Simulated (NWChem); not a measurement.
Molecule: Si2H5OCl; SMILES O[Si@@H]([SiH3])Cl

```xyz
9

O      1.9174     0.1019     0.3796
Si     0.4242     0.1296    -0.3812
Si    -0.6145    -1.9133     0.1004
Cl    -0.7962     1.6458     0.4016
H      2.4816     0.8819     0.2284
H      0.5635     0.4420    -1.8476
H     -0.7562    -2.0481     1.5908
H     -1.9795    -1.9203    -0.5312
H      0.1831    -3.0701    -0.4378
```
Atoms are numbered in this order, from 1.

Program: NWChem. Pople sets run with spherical d functions. Structure relaxed at the PBE-D3(BJ)/def2-SVP level. Level: PBE0/6-31+G*; the question gives the wavelength of the field.

### Question
What does the run give for field 1065 nm? Quantities: isotropic polarisability (bohr³); anisotropy (bohr³).

### Answer
- isotropic polarisability (bohr³) = 68.0
- anisotropy (bohr³) = 18.0
